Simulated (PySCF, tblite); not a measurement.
Bond stretch in GeH, doublet.

Levels of theory: GFN2-xTB, 300 K electronic temperature (tblite); UCCSD(T) = PySCF with CCSD(T) on UHF/cc-pVDZ, 9 core orbitals frozen.

Energies relative to the lowest point of each curve near equilibrium, in kJ/mol; the last columns give the difference from UCCSD(T):

| R / Å | GFN2-xTB | UCCSD(T) | GFN2-xTB − UCCSD(T) |
|---|---|---|---|
| 1.20 | 207.8 | 195.7 | 12.2 |
| 1.28 | 107.0 | 109.2 | -2.2 |
| 1.36 | 51.2 | 54.1 | -2.9 |
| 1.43 | 23.9 | 24.5 | -0.6 |
| 1.51 | 7.5 | 6.2 | 1.2 |
| 1.56 | 2.4 | 1.2 | 1.2 |
| 1.60 | 0.5 | 0.0 | 0.5 |
| 1.64 | 0.0 | 0.9 | -0.9 |
| 1.68 | 0.8 | 3.4 | -2.7 |
| 1.77 | 6.1 | 14.2 | -8.1 |
| 1.87 | 16.3 | 31.6 | -15.3 |
| 1.98 | 31.4 | 54.6 | -23.2 |

GFN2-xTB is furthest from UCCSD(T) at 1.98 (-23.2 kJ/mol, below); its mean absolute difference over the points is 5.9 kJ/mol.

The scan ran from 1.20 to 6.43 Å; beyond the distances shown one of the unrestricted levels run for this scan, shown here or not, changes its spin distribution in one step.
